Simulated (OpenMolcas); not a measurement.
## Si3+: effect of the active space

- Program: OpenMolcas 26.06
- Method: SS-CASPT2 or its RAS form, IPEA 0.25 Eh, imaginary shift 0.1 Eh
- Basis: ANO-R2
- Scalar Hamiltonian: X2C, finite nucleus
- Spin-orbit coupling: RASSI with atomic mean-field integrals over the reference wave functions, term energies averaged over their components

A. 1 electron in 4 orbitals (3s 3p); 2S+1 = 2 even, 1 root; 2S+1 = 2 odd, 3 roots; closed shells correlated: 2s 2p; CASPT2 step about 0.6 core-seconds
B. 1 electron in 9 orbitals (RAS2 3s 3p; RAS3 3d, at most 1 electron); 2S+1 = 2 even, 1 root; 2S+1 = 2 odd, 3 roots; closed shells correlated: 2s 2p; CASPT2 step about 1.1 core-seconds

Energies in cm⁻¹ above 3s ²S_1/2, the measured ground level; measured values from NIST levels in Kelleher and Podobedova, J. Phys. Chem. Ref. Data 37, 1285 (2008).

| Level | A | B | Measured |
| --- | --- | --- | --- |
| 3s ²S_1/2 | 0.0 | 0.0 | 0.0 |
| 3p ²P°_1/2 | 71324 | 71324 | 71288 |
| 3p ²P°_3/2 | 71704 | 71704 | 71749 |

Deviations, from unrounded energies. A percentage is the sum of absolute deviations over the sum of measured energies, with the sign that they share, or ± where signs differ.

| Against measurement | Levels | A | B |
| --- | --- | --- | --- |
| mean absolute deviation (cm-1) | 2 | 41 | 41 |
| other configurations (%) | 2 | ±0.1 | ±0.1 |

A, B lie about equally close to measurement. The largest miss of B in the table is 3p ²P°_3/2, by -45 cm-1. The ranking rests on the paired levels alone, and a cruder setting can come out closer through cancelling errors.

Between A and B no level of the table moves by more than 5 cm-1.

With one active electron, CASPT2 adds the correlation within the correlated inactive shells and between them and that electron, and leaves the splitting within a term as the reference gives it. With one active electron outside closed inactive shells, the extra shells (3d) add no correlation to the reference (holds for B). Computed and measured levels are paired by configuration, term and J; levels that our copy of the source lacks, or whose pairing is in doubt (as where it misses far off the trend of its configuration), stay unpaired and out of the deviations. Levels of configurations outside the active space are missing.

° marks odd parity.
